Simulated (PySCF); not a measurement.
These are PBE0-D4/def2-TZVP run with PySCF values and carry that method's errors. Gas-phase values, no solvent. One relaxed conformer stands for a flexible species; it need not be the lowest. Delta-SCF ions had no search for a lower state. Excitations are Tamm–Dancoff values on a coarser integration grid. The basis has no diffuse functions, so Rydberg states are missing or too high.

Reference species (SMILES): `BCOC` (neutral, multiplicity 1).

```
Quantity                                   Value
--------------------------------------  --------
S1–T1 gap (TDA)                          0.23 eV
HOMO                                    -7.53 eV
vertical ionisation energy (Delta-SCF)   9.87 eV
```

After one change: the S1–T1 gap (TDA) rises by 0.40 eV; the HOMO falls by 0.99 eV; the vertical ionisation energy (Delta-SCF) rises by 1.05 eV.

Problem. Name the change that produced these shifts. The new species is one of these.
(A) `CB(C)O` (C–B–O–H torsion 2°)
(B) `CBOC` (C–B–O–C torsion 180°)
(C) `BOCC` (B–O–C–C torsion 115°)
(D) `CBCO` (C–B–C–O torsion -179°, B–C–O–H torsion -1°)

Solution. C, `BOCC` (B–O–C–C torsion 115°)
